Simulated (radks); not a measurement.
Results of a calculation; reference values are marked as such.
Sm XXVI, 37 electrons, occupied as [Kr] 4d1. Code: a radial shooting solver on a logarithmic mesh with Libxc functionals. Model: Dirac Kohn-Sham, PBE, spin-unpolarised, spherical densities, finite nucleus; open shells fill j = l - 1/2 first; Fermi nuclear charge, rms radius 5.0819 fm.

Normalised radial functions P(r) = r R(r) (large component), r in bohr:

```
   r/bohr * 4s1/2 (the largest magnitude, 1.6, reaches the edge; | marks zero)
 0.002753                             |   *
 0.003977                             |    *
 0.005747                             |     *
 0.008303                             |      *
    0.012                             |      *
  0.01733                             |    *
  0.02484                             | *
   0.0359                         *   |
  0.05186                   *         |
  0.07494                  *          |
   0.1083                            *|
   0.1564                             |            *
    0.226                             |             *
   0.3266                      *      |
   0.4718  *                          |
   0.6817        *                    |
   0.9771                       *     |
    1.412                             *
```

4s1/2: eigenvalue -1019.5 eV, 3 radial nodes at r = 0.0278, 0.111, 0.296 bohr, <r> = 0.533 bohr, 90 % of the charge inside 0.755 bohr.
